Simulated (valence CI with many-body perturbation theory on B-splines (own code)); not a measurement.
## Energy levels of Tc¹¹⁺

Calculated by configuration interaction combined with many-body perturbation theory (CI+MBPT): four valence electrons over a frozen Dirac-Fock core [Ar] 3d10, a basis of 11 s, 11 p, 10 d, 8 f, 5 g, 2 h functions for each j, with the one-electron correlation potential Σ1 (screened to all orders), the two-electron term Σ2, the three-electron term Σ3, Breit, model QED; selected single and double excitations, second order for the rest, scaled by the run's own slope (own B-spline code, finite nucleus).

No measured spectrum was set against this ion. As an estimate, levels hold to about 250 cm⁻¹ or 0.2 % of their energy and the worst to 1 %, as in measured heavy ions of charge 2 to 7; those with d or f electrons hold less well. Among the levels kept, up to 630 cm⁻¹ of a level comes from second order outside the variational space, and about a tenth of that is noise between levels of different J, which matters for small intervals.

Levels 1 to 45 of 173, with energies above the lowest level, 4s²4p² ³P_0. "Leading %" is the weight of the configuration and term that name the level; weights of strongly mixed levels are sums over their largest components and can fall short. In the jj column 3d3/2^4 stands for four electrons in 3d with j = 3/2. Lifetimes count E1, E2, E3, M1 and M2 decay at the calculated energies, and are blank where another channel may lead or the interval is too uncertain; long ones can be off by a factor of two.

```csv
No.,Configuration,Term,J,E (cm⁻¹),Leading %,Leading jj,Second component,Lifetime
1,4s²4p²,³P,0,0,87,4s^2 4p1/2^2 (91 %),11 % 4s²4p² ¹S,
2,4s²4p²,³P,1,21509,98,4s^2 4p1/2 4p3/2 (98 %),,6.28 ms
3,4s²4p²,³P,2,31998,64,4s^2 4p1/2 4p3/2 (87 %),34 % 4s²4p² ¹D,92.9 ms
4,4s²4p²,¹D,2,63843,64,4s^2 4p3/2^2 (87 %),34 % 4s²4p² ³P,1.54 ms
5,4s²4p²,¹S,0,95620,86,4s^2 4p3/2^2 (90 %),11 % 4s²4p² ³P,396 μs
6,4s4p³,⁵S°,2,220850,93,4s 4p1/2 4p3/2^2 (45 %),6 % 4s4p³ ³P°,6.26 ns
7,4s4p³,³D°,1,272570,77,4s 4p1/2^2 4p3/2 (54 %),12 % 4s4p³ ³P°,224 ps
8,4s4p³,³D°,2,274160,75,4s 4p1/2 4p3/2^2 (61 %),14 % 4s4p³ ³P°,321 ps
9,4s4p³,³D°,3,282780,93,4s 4p1/2 4p3/2^2 (93 %),6 % 4s²4p4d ³D°,400 ps
10,4s4p³,³P°,0,309810,94,4s 4p1/2 4p3/2^2 (94 %),5 % 4s²4p4d ³P°,140 ps
11,4s4p³,³P°,1,312940,78,4s 4p1/2 4p3/2^2 (70 %),12 % 4s4p³ ³D°,124 ps
12,4s4p³,³P°,2,316500,57,4s 4p3/2^3 (43 %),16 % 4s4p³ ³D°,133 ps
13,4s4p³,¹D°,2,349750,61,4s 4p1/2 4p3/2^2 (40 %),18 % 4s²4p4d ¹D°,75.1 ps
14,4s4p³,³S°,1,362470,63,4s 4p1/2 4p3/2^2 (63 %),30 % 4s4p³ ¹P°,16.4 ps
15,4s4p³,¹P°,1,398150,59,4s 4p3/2^3 (66 %),31 % 4s4p³ ³S°,19.2 ps
16,4s²4p4d,³F°,2,414440,92,4s^2 4p1/2 4d3/2 (84 %),,197 ps
17,4s²4p4d,³F°,3,427210,93,4s^2 4p1/2 4d5/2 (63 %),,236 ps
18,4s²4p4d,³F°,4,447260,98,4s^2 4p3/2 4d5/2 (98 %),,
19,4s²4p4d,³P°,2,450660,40,4s^2 4p1/2 4d5/2 (76 %),33 % 4s²4p4d ¹D°,13.3 ps
20,4s²4p4d,³D°,1,460660,52,4s^2 4p1/2 4d3/2 (79 %),33 % 4s²4p4d ³P°,9.14 ps
21,4s²4p4d,¹D°,2,472830,39,4s^2 4p3/2 4d5/2 (38 %),24 % 4s²4p4d ³D°,11.6 ps
22,4s²4p4d,³P°,0,479150,93,4s^2 4p3/2 4d3/2 (93 %),4 % 4s4p³ ³P°,12.8 ps
23,4s²4p4d,³P°,1,482930,57,4s^2 4p3/2 4d3/2 (82 %),34 % 4s²4p4d ³D°,10.4 ps
24,4s²4p4d,³D°,3,484950,84,4s^2 4p3/2 4d5/2 (47 %),5 % 4s4p³ ³D°,8.53 ps
25,4s²4p4d,³D°,2,486850,55,4s^2 4p3/2 4d5/2 (46 %),33 % 4s²4p4d ³P°,9.75 ps
26,4s²4p4d,¹F°,3,519880,90,4s^2 4p3/2 4d5/2 (45 %),5 % 4s²4p4d ³D°,7.28 ps
27,4s²4p4d,¹P°,1,527360,85,4s^2 4p3/2 4d5/2 (73 %),5 % 4s²4p4d ³D°,10.8 ps
28,4p⁴,³P,2,554520,61,4p1/2^2 4p3/2^2 (77 %),17 % 4p⁴ ¹D,61.9 ps
29,4p⁴,³P,0,577850,62,4p1/2^2 4p3/2^2 (61 %),16 % 4p⁴ ¹S,51.0 ps
30,4p⁴,³P,1,581530,76,4p1/2 4p3/2^3 (76 %),20 % 4s4p²4d ³P,53.2 ps
31,4p⁴,¹D,2,588810,59,4p1/2 4p3/2^3 (75 %),17 % 4p⁴ ³P,83.3 ps
32,4s4p²4d,⁵F,1,610820,90,4s 4p1/2^2 4d3/2 (54 %),4 % 4s4p²4d ⁵D,1.16 ns
33,4s4p²4d,⁵F,2,614630,83,4s 4p1/2 4p3/2 4d3/2 (34 %),12 % 4s4p²4d ⁵D,854 ps
34,4s4p²4d,⁵F,3,621270,77,4s 4p1/2 4p3/2 4d3/2 (37 %),18 % 4s4p²4d ⁵D,692 ps
35,4s4p²4d,⁵F,4,631760,83,4s 4p1/2 4p3/2 4d5/2 (76 %),15 % 4s4p²4d ⁵D,8.88 ns
36,4s4p²4d,⁵D,0,634090,93,4s 4p1/2 4p3/2 4d3/2 (86 %),,744 ps
37,4s4p²4d,⁵D,1,635670,90,4s 4p1/2 4p3/2 4d3/2 (74 %),5 % 4s4p²4d ⁵F,379 ps
38,4s4p²4d,⁵D,2,637260,75,4s 4p1/2 4p3/2 4d3/2 (59 %),13 % 4s4p²4d ⁵F,220 ps
39,4s4p²4d,⁵D,3,639680,60,4s 4p1/2 4p3/2 4d3/2 (42 %),18 % 4s4p²4d ⁵F,175 ps
40,4s4p²4d,⁵F,5,643540,94,4s 4p1/2 4p3/2 4d5/2 (56 %),6 % 4s4p²4d ³G,8.65 ns
41,4s4p²4d,⁵D,4,645550,66,4s 4p1/2 4p3/2 4d5/2 (49 %),20 % 4s4p²4d ³F,3.62 ns
42,4p⁴,¹S,0,646490,59,4p3/2^4 (54 %),15 % 4s4p²4d ¹S,62.4 ps
43,4s4p²4d,³F,2,653940,88,4s 4p1/2 4p3/2 4d5/2 (38 %),,279 ps
44,4s4p²4d,³F,3,663090,78,4s 4p1/2 4p3/2 4d5/2 (49 %),8 % 4s4p²4d ⁵D,137 ps
45,4s4p²4d,⁵P,3,674250,82,4s 4p1/2 4p3/2 4d5/2 (47 %),10 % 4s4p²4d ⁵D,9.95 ps
```

Names give the largest LS component (configuration and term), which can be under half, so a name can repeat, a term be missing and a line seem to break the LS rules; names also repeat where a configuration has a term twice.

The ionisation energy to 4s²4p ²P°1/2 of the next ion comes out as 240.01 eV (NIST: 239 ± 2.5 eV (theoretical)). All 173 levels together are meant to be complete up to 1053200 cm⁻¹.
